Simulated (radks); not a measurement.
Results of a calculation; reference values are marked as such.
Numerical settings for the praseodymium ion Pr29+, [Ar] 3d10 4s2. Level of theory: scalar-relativistic Kohn-Sham, PBEsol, spin-polarised, spherical densities, point nucleus (a radial shooting solver on a logarithmic mesh with Libxc functionals). The defaults (mesh step 0.008 in ln r, mesh end at 40 bohr or more with all orbitals vanishing there, Anderson mixing 0.5 over 9 steps, residual threshold near 1e-9 with the energy settled to 1e-9 hartree or 1e-11 of itself, here a cap of 81 iterations) give E = -8801.2228 hartree and 4s at -1112.7 eV in 14 iterations. Run on one thread of a shared host, so times are rough (Arm Neoverse N1): 0.22 s of CPU time, 0.22 s wall, 14 iterations on 2476 mesh points. Changes against that run (0 stands for a change within the tolerance of the run):

| setting | iterations | converged | E (mhartree) | e(4s) (meV) | CPU (s) |
|---|---|---|---|---|---|
| mesh step in ln r 0.12 | 2 | no | diverged | - | 0.03 |
| mesh step in ln r 0.005 | 14 | yes | 0 | 0 | 0.34 |
| mesh step in ln r 0.012 | 14 | yes | 0 | 0 | 0.15 |
| mesh end (bohr) 8 | 14 | yes | 0 | 0 | 0.21 |
| mesh end (bohr) 5 | 14 | yes | 0 | 0 | 0.21 |
| residual threshold 0.01 | 9 | yes | +0.00132 | +0.79 | 0.16 |
| residual threshold 1e-13 | 19 | yes | 0 | 0 | 0.25 |
| mixing 1.5 | 13 | yes | 0 | 0 | 0.21 |
| linear mixing, mixing 1 | 21 | yes | 0 | 0 | 0.29 |
| linear mixing, mixing 0.8 | 15 | yes | 0 | 0 | 0.22 |
| mixing history 2 | 18 | yes | 0 | 0 | 0.26 |
| iteration cap 2 | 2 | no | +2.95e+04 | -3e+05 | 0.04 |

No run marked as converged misses the energy by more than 1 mhartree. A mesh that ends early acts as a hard wall.
